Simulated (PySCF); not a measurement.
CH₅N₃Si.
Bonds: N1–C2 (triple), C2–Si3, Si3–N4, Si3–N5. Hydrogens: H6 on Si3; H7, H8 on N4; H9, H10 on N5.

A GFN2-xTB structure was refined with PySCF, PBE0-D3(BJ)/def2-SVP geometry optimisation, gas phase. Its GFN2-xTB values:

| coordinate | GFN2-xTB |
| --- | --- |
| N1≡C2 | 1.146 Å |
| C2–Si3 | 1.878 Å |
| Si3–N4 | 1.719 Å |
| Si3–H6 | 1.465 Å |
| N4–H7 | 1.006 Å |
| N1–C2–Si3 | 178.0° |
| C2–Si3–N4 | 102.6° |
| C2–Si3–N5 | 115.9° |
| N4–Si3–N5 | 105.1° |

Task: How do these coordinates change at the PBE0-D3(BJ)/def2-SVP level?

Result: 
| coordinate | PBE0-D3(BJ)/def2-SVP (Å or °) | change |
| --- | --- | --- |
| Si3–H6 | 1.491 | +0.026 |
| N1≡C2 | 1.160 | +0.014 |
| Si3–N4 | 1.712 | -0.007 |
| N4–H7 | 1.013 | +0.007 |
| C2–Si3 | 1.880 | +0.002 |
| N4–Si3–N5 | 109.7 | +4.6 |
| N1–C2–Si3 | 178.9 | +0.9 |
| C2–Si3–N4 | 102.0 | -0.6 |
| C2–Si3–N5 | 115.3 | -0.6 |

The energy falls by 1.7 kcal/mol over 7 energy and gradient evaluations, the largest force component goes from 0.0358 to 3.3e-04 Eh/bohr, and the atoms move by 0.132 Å rms after alignment. The bond that changes most is Si3–H6 (SiH silicon to Si–H hydrogen), which lengthens by 0.026 Å. Bonds longer at the end by more than 0.005 Å: 6 of 9; shorter: 2. Among the dihedrals that turn most is H6–Si3–N5–H10, from -48° to -27°. Rotational constants go from 6366, 2818, 2185 to 6186, 2847, 2164 MHz.

The run used 99 basis functions and 50 SCF cycles in all. The run took 24 s of wall time on an x86-64 server with one thread, on a shared host.

PBE0-D3(BJ)/def2-SVP frequencies: not computed here. One conformer, not necessarily the lowest.
